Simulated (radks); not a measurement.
Ar, 18 electrons, occupied as [He] 2s2 2p5 3s2 3p6 4s1 (not the ground configuration). Calculated with a radial shooting solver on a logarithmic mesh with Libxc functionals: Dirac Kohn-Sham, PW91, spin-unpolarised, spherical densities, finite nucleus; open shells fill j = l - 1/2 first; Fermi nuclear charge, rms radius 3.4274 fm.

Normalised radial functions P(r) = r R(r) (large component), r in bohr:

```
   r/bohr * 2p1/2, o 3s1/2 (the largest magnitude, 1.6, reaches the edge; | marks zero, & curves that meet)
 0.003688                             *o
 0.004225                             *o
 0.004841                             *o
 0.005591                             *o
 0.006405                             *o
 0.007338                             * o
 0.008475                             * o
 0.009709                             * o
  0.01112                             * o
  0.01274                             |* o
  0.01472                             |* o
  0.01686                             |* o
  0.01932                             |* o
  0.02231                             |*  o
  0.02556                             | * o
  0.02929                             | * o
  0.03382                             |  *o
  0.03875                             |   *o
  0.04439                             |   *o
  0.05127                             |   o*
  0.05874                             |   o  *
  0.06729                             |   o   *
  0.07772                             |  o      *
  0.08904                             | o         *
    0.102                             |o            *
   0.1178                             o                *
    0.135                           o |                  *
   0.1546                         o   |                    *
   0.1786                        o    |                      *
   0.2046                      o      |                        *
   0.2344                     o       |                         *
   0.2686                     o       |                          *
   0.3102                     o       |                          *
   0.3553                      o      |                        *
   0.4071                        o    |                      *
   0.4702                           o |                   *
   0.5387                             | o              *
   0.6171                             |     o      *
   0.7127                             |         &
   0.8165                             |      *     o
   0.9355                             |   *          o
     1.08                             | *             o
    1.238                             |*              o
    1.418                             |*             o
    1.638                             *           o
    1.876                             *        o
     2.15                             *      o
    2.483                             *   o
    2.844                             *  o
    3.259                             * o
    3.763                             *o
    4.312                             &
     4.94                             &
    5.659                             &
    6.536                             &
    7.488                             &
    8.579                             &
    9.908                             &
    11.35                             &
       13                             &
    15.02                             &
    17.21                             &
```

2p1/2: eigenvalue -266.20 eV, 0 radial nodes, <r> = 0.364 bohr, 90 % of the charge inside 0.601 bohr. 3s1/2: eigenvalue -33.841 eV, 2 radial nodes at r = 0.113, 0.503 bohr, <r> = 1.31 bohr, 90 % of the charge inside 1.97 bohr.
